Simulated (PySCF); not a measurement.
ReO3F (singlet state).
Z-matrix (Å and degrees, PBE0-D3(BJ)/def2-SVP geometry), rows numbered from 1:
```
Re
O   1  1.6890
O   1  1.6888  2  108.25
O   1  1.6890  2  108.22  3  -117.07
F   1  1.8490  2  110.74  3   121.36
```

Computed, not measured: TDDFT wB97X-D/def2-SVPD, vertical, gas phase, core orbitals frozen in the response, def2 core potentials past Kr in PySCF 2.14.0, density-fitted response routines. Spin–orbit coupling is left out.

Frontier orbitals with the atoms that hold most of them (Löwdin shares over 4%, at most four atoms):

```json
{"orbital": "LUMO+2", "ε (eV)": "-0.51", "atoms": "Re1 56%, F5 14%, O4 10%, O2 10%"}
{"orbital": "LUMO+1", "ε (eV)": "-1.70", "atoms": "Re1 53%, O3 17%, O2 14%, O4 9%"}
{"orbital": "LUMO", "ε (eV)": "-1.70", "atoms": "Re1 53%, O4 18%, O2 13%, O3 10%"}
{"orbital": "HOMO", "ε (eV)": "-12.29", "atoms": "O4 32%, O2 32%, O3 32%, Re1 5%"}
{"orbital": "HOMO-1", "ε (eV)": "-12.55", "atoms": "O3 38%, O4 29%, O2 25%, Re1 8%"}
{"orbital": "HOMO-2", "ε (eV)": "-12.55", "atoms": "O2 36%, O4 32%, O3 23%, Re1 8%"}
{"orbital": "HOMO-3", "ε (eV)": "-13.22", "atoms": "O2 29%, O4 29%, O3 28%, Re1 10%"}
```

Within 0.005 eV of a neighbour in this list lie HOMO-2/HOMO-1 and LUMO/LUMO+1 (point group found: C3v); within a degenerate set the shares of single atoms can hang on how the components are chosen.

(1) How does S1 compare with the orbital gap of 10.58 eV?

## Answers

(1) S1 is at 4.87 eV (f = 0.0006), 5.71 eV below the gap, made of HOMO→LUMO/LUMO+1 (≥68%), HOMO-2/HOMO-1→LUMO/LUMO+1 (≥21%). S1/S2 lie within about 0.01 eV of each other. 

For S1 the Löwdin share of rhenium is 5% in HOMO and 53% in LUMO (ligand-to-metal charge transfer by this measure).

Next come S2 at 4.87 eV (f 0.0006), HOMO→LUMO/LUMO+1 (≥68%), HOMO-2/HOMO-1→LUMO/LUMO+1 (≥22%); S3 at 5.27 eV (f 0.0048), HOMO-2/HOMO-1→LUMO/LUMO+1 (≥86%); S4 at 5.28 eV (f 0.0000), HOMO-2/HOMO-1→LUMO/LUMO+1 (≥84%); S5 at 5.60 eV (f 0.0070), HOMO-3→LUMO/LUMO+1 (≥32%), HOMO→LUMO/LUMO+1 (≥21%), HOMO-2/HOMO-1→LUMO/LUMO+1 (≥17%).

Orbitals of the list HOMO-3 to LUMO+2 that lie within 0.01 eV of each other are written together with a slash and their weights summed (≥ marks a lower bound); for degenerate orbitals outside that list single weights are arbitrary.

Löwdin shares depend on the basis, the more so with diffuse functions.
